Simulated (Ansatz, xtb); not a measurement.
## FGeNO2: where a starting geometry ends

The starting geometry of this gas-phase singlet was built from a drawn formula by distance geometry and a force field; its bonds are those of `O=N[O][Ge][F]`.

```xyz
5

F     0.5807   -1.9520   -1.6031
Ge   -0.3243   -0.4826   -1.8852
N     1.1774    1.0771   -0.1665
O     1.3416    1.8356    0.8342
O    -0.0841    0.5822   -0.4439
```

Question: Predict what becomes of its bonds when it is optimised with r2SCAN-D4/def2-SVP.

Answer: It keeps its bonds, and is `O=N[O][Ge][F]`.

The energy falls by 0.69 eV over 8 steps:

```json
{"step": "1", "E − E(last) (eV)": "0.693"}
{"step": "2", "E − E(last) (eV)": "0.163"}
{"step": "3", "E − E(last) (eV)": "0.064"}
{"step": "4", "E − E(last) (eV)": "0.035"}
{"step": "5", "E − E(last) (eV)": "0.011"}
{"step": "6", "E − E(last) (eV)": "0.001"}
{"step": "7", "E − E(last) (eV)": "0.000"}
{"step": "8", "E − E(last) (eV)": "0.000"}
```

Final geometry (Å):

```xyz
5

F     0.8111   -1.6377   -1.5331
Ge   -0.5723   -0.5862   -1.7748
N     1.2063    0.7640    0.0530
O     1.3219    1.7292    0.6850
O    -0.0758    0.7911   -0.6946
```

From the same start GFN2-xTB ends elsewhere, differing in Ge2–O4 (2.19 against 3.87 Å here).

The end wasn't checked by frequencies. Run with Ansatz 0.2.0, 7.5 s on 2 threads of Intel(R) Xeon(R) 6975P-C (Granite Rapids), on a shared host.
